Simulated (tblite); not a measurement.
Compound: C5H8F3OP.
Z-matrix (Å and degrees, GFN2-xTB geometry), rows numbered from 1:
```
C 
C   1  1.4832
C   2  1.3286  1  125.38
P   3  1.7990  2  118.40  1  -179.37
C   4  1.8269  3  109.23  2  -133.25
O   4  1.4603  3  116.70  2     0.83
C   4  1.8938  3  101.35  2   121.38
F   7  1.3375  4  110.92  3   171.06
F   7  1.3427  4  113.27  3    51.05
F   7  1.3348  4  110.91  3   -69.22
H   1  1.0869  2  111.51  3    -0.86
H   1  1.0893  2  109.59  3   120.06
H   1  1.0895  2  109.84  3  -122.27
H   2  1.0837  1  116.71  3  -179.94
H   3  1.0798  2  123.02  1     0.01
H   5  1.0865  4  111.95  3   -49.26
H   5  1.0886  4  107.53  3    71.81
H   5  1.0899  4  108.11  3  -170.87
```

Calculated harmonic vibrations of the isolated species, GFN2-xTB (tblite), most abundant isotopes, no scaling. Against measured fundamentals such values can be off by several per cent, at times by over 20. One conformer, not necessarily the lowest.

Harmonic wavenumbers (cm⁻¹): 35.9, 48.6, 98.7, 125.5, 129.7, 151.8, 168.3, 180.0, 234.9, 250.1, 267.3, 301.0, 347.9, 410.8, 463.9, 474.2, 495.5, 667.6, 692.7, 743.4, 781.9, 840.5, 866.5, 977.2, 983.7, 1030.3, 1055.5, 1076.2, 1109.0, 1118.8, 1195.6, 1274.9, 1290.6, 1314.3, 1389.5, 1408.7, 1422.4, 1458.8, 1465.1, 1672.4, 2997.9, 3008.2, 3011.0, 3022.2, 3033.2, 3042.1, 3055.1, 3071.3.

A = 1647, B = 774.7, C = 685.9 MHz; mass 172.026 u (most abundant isotopes); point group C1, symmetry number 1.

**Question.** What is the zero-point energy?

**Answer.** ½Σν̃ = 27130 cm⁻¹ = 324.55 kJ/mol.

**Question.** Give the ideal-gas entropy at 200 K and 1 bar in the rigid-rotor, harmonic-oscillator model (classical rotation).

**Answer.** Translation 164.76, rotation 121.74, vibration 115.13: S = 401.6 J/(mol K).

**Question.** And Cp and H(200 K) − H(0)?

**Answer.** Cp = 148.39 J/(mol K), of which vibrations give 115.13 (their classical limit is 48 R = 399.1); H(200 K) − H(0) = 19.01 kJ/mol without the zero-point energy, 12.36 from vibrations.

**Question.** Which modes carry the vibrational entropy at 200 K?

**Answer.** 35.9 cm⁻¹: 19.59; 48.6 cm⁻¹: 17.09; 98.7 cm⁻¹: 11.33; 125.5 cm⁻¹: 9.44; 129.7 cm⁻¹: 9.19; 151.8 cm⁻¹: 7.98 J/(mol K); the other 42 give 40.49 together.

**Question.** What must be added to the electronic energy to get the Gibbs energy at 200 K and 1 bar?

**Answer.** ZPE + [H(200 K) − H(0)] − T·S = 324.55 + 19.01 − 80.32 = 263.24 kJ/mol.

Hindered rotation and anharmonicity are outside this model. Other conformers, if any are populated, would add a mixing term that is left out. The structure is chiral; the term R ln 2 for an equal mix with its mirror image is left out.

Hardware: one thread of an Arm Neoverse V2, no GPU, shared host with 96 logical CPUs at a one-minute load of 16. Cost: 0.58 s. The figure is for the frequency step alone.
